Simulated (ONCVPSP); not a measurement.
# Fe: one change to an ONCV potential, before and after

```
Element                 : iron (Fe)
Generator               : ONCVPSP 4.0.1
Type                    : optimised norm-conserving Vanderbilt (ONCV)
Functional              : PBEsol
Relativity              : scalar-relativistic
Frozen core             : [Ne]
Valence charge          : 16
Reference configuration : 3s2 3p6 3d7 4s1
Partial waves           : 3s+4s: rc 1.45 bohr, ncon 5, nbas 9, qcut 6.7 1/bohr, 2 projectors; 3p: rc 1.05 bohr, ncon 5, nbas 9, qcut 15 1/bohr, 1 projector; 3d: rc 1.20 bohr, ncon 4, nbas 9, qcut 12.4 1/bohr, 1 projector
Local potential         : polynomial inside 0.85 bohr (lpopt 5, dvloc0 -1 Ha)
Core correction         : Teter function, fcfact 4, rcfact 1.35
```

All-electron outer shells of the reference configuration (PBEsol, scalar-relativistic, ld1.x):

```tsv
shell	level (eV)	outermost node (bohr)	outermost maximum (bohr)
2p	-693.00	–	0.18
3s	-89.23	0.33	0.70
3p	-55.52	0.30	0.72
4s	-4.26	1.01	2.53
3d	-3.83	–	0.73
```

Change: d: rc 1.08.

Cutoffs: the cutoffs (Ha) at which the residual kinetic energy of the hardest occupied pseudo-wave falls to 1 and 0.1 mHa per electron; they do not see the model core or the augmentation charge, which bear on the density cutoff. Errors are all-electron minus pseudo energies relative to the spin-unpolarised reference configuration.

Problem. What does the change do?

Solution. The potential gets neither clearly harder nor softer (68 Ha and 85 Ha → 68 Ha and 85 Ha); of the 4 tests that both files solve, the error grows in 1 and shrinks in 1 by more than 15 % and 0.3 meV (median size 3.4 → 2.9 meV); neither file shows a bound ghost.

| quantity | base | changed |
| --- | --- | --- |
| cutoff, loose | 68 Ha | 68 Ha |
| cutoff, tight | 85 Ha | 85 Ha |
| loose cutoff by channel | s 17 Ha, p 68 Ha, d 61 Ha | s 17 Ha, p 68 Ha, d 66 Ha |
| bound ghosts | none | none |
| GHOST(+) flags under 300 eV | none | none |
| error for 3s2 3p6 3d6 4s2, meV [ΔE 0.80 eV] | +3.2 | +3.3 |
| error for 3s2 3p6 3d6 4s1, meV [ΔE 9.55 eV] | +0.1 | +0.7 |
| error for 3s2 3p6 3d6 4s0, meV [ΔE 25.66 eV] | -3.6 | -2.5 |
| error for 3s2 3p6 3d5 4s2 4p1, meV [ΔE 9.58 eV] | +41 | +38 |
| s: phases at 1.47 bohr within 0.05 rad from the reference energy up to (Ha; the scan ends near 5) | to the end of the scan | to the end of the scan |
| p: phases at 1.07 bohr within 0.05 rad from the reference energy up to (Ha; the scan ends near 5) | 4.9 | 4.9 |
| rms error of d²Exc/dni dnj with the model core, mHa | 1.15 | 1.16 |
